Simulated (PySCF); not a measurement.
Molfile (atoms numbered from 1):
```
C5H8OS
     RDKit          3D

 15 15  0  0  0  0  0  0  0  0999 V2000
   -1.8772    0.5438   -0.1126 C   0  0  0  0  0  0  0  0  0  0  0  0
   -0.8669   -0.6003   -0.1433 C   0  0  1  0  0  0  0  0  0  0  0  0
    0.2257   -0.5177   -1.5981 S   0  0  0  0  0  0  0  0  0  0  0  0
    1.5211    0.3522   -0.6499 C   0  0  0  0  0  0  0  0  0  0  0  0
    1.4652   -0.2429    0.7427 C   0  0  0  0  0  0  0  0  0  0  0  0
    0.0227   -0.5382    1.0899 C   0  0  0  0  0  0  0  0  0  0  0  0
   -0.3975   -0.7023    2.2018 O   0  0  0  0  0  0  0  0  0  0  0  0
   -1.3662    1.5043   -0.1318 H   0  0  0  0  0  0  0  0  0  0  0  0
   -2.5367    0.4828   -0.9744 H   0  0  0  0  0  0  0  0  0  0  0  0
   -2.4702    0.4803    0.7976 H   0  0  0  0  0  0  0  0  0  0  0  0
   -1.3939   -1.5567   -0.1713 H   0  0  0  0  0  0  0  0  0  0  0  0
    1.2951    1.4193   -0.6481 H   0  0  0  0  0  0  0  0  0  0  0  0
    2.4708    0.1847   -1.1513 H   0  0  0  0  0  0  0  0  0  0  0  0
    1.9885   -1.2037    0.7651 H   0  0  0  0  0  0  0  0  0  0  0  0
    1.9150    0.4023    1.4979 H   0  0  0  0  0  0  0  0  0  0  0  0
  1  2  1  0
  2  3  1  0
  3  4  1  0
  4  5  1  0
  5  6  1  0
  6  7  2  0
  6  2  1  0
  1  8  1  0
  1  9  1  0
  1 10  1  0
  2 11  1  6
  4 12  1  0
  4 13  1  0
  5 14  1  0
  5 15  1  0
M  END
```

Geometry: GFN2-xTB; GIAO shifts from PySCF 2.14.0 with density-fitted response routines, gas phase, non-relativistic, averaged over equivalent atoms.

At PBE0/pcSseg-1 (166 basis functions, 36 s wall time on 1 thread of an Arm Neoverse N1, shared host):
| atoms | δ (ppm) |
| --- | --- |
| C6 | 221.6 |
| C2 | 50.5 |
| C5 | 43.4 |
| C4 | 29.9 |
| C1 | 23.2 |
| O7 | 649.0 |
| H11 | 3.26 |
| H12 | 3.20 |
| H13 | 2.74 |
| H14 | 2.57 |
| H15 | 2.50 |
| H8/H9/H10 | 1.42 |

Scale: 13C (σ = 186.93 ppm), 1H (σ = 31.72 ppm) against TMS; 17O (σ = 336.08 ppm) vs H2O (reference shieldings calculated alike).

Task: Estimate the result of repeating the calculation with OLYP/pcSseg-1.

Result: 
```tsv
atoms	δ at OLYP/pcSseg-1	change
C6	212.4	-9.2
C2	51.5	+1.0
C5	43.3	-0.1
C4	32.1	+2.2
C1	23.2	+0.0
O7	618.0	-31.0
H11	3.34	+0.08
H12	3.31	+0.11
H13	2.76	+0.02
H14	2.67	+0.10
H15	2.49	-0.01
H8/H9/H10	1.41	-0.01
```

δ = σ(ref) − σ, references computed at the same level: 13C (183.31 ppm), 1H (31.74 ppm) vs TMS; H2O for 17O (336.00 ppm).

The largest change is at O7 (ketone oxygen). Cost: 166 basis functions, 47 s wall time on 1 thread of an Arm Neoverse N1, shared host. The order of the carbon signals is the same at both levels.

Unscaled 17O shifts of doubly bonded oxygen tend to come out too high, by tens of ppm or more. Experimental scales use liquid or dissolved standards, which lie at an offset from isolated H2O (liquid H2O: subtract about 36 ppm).
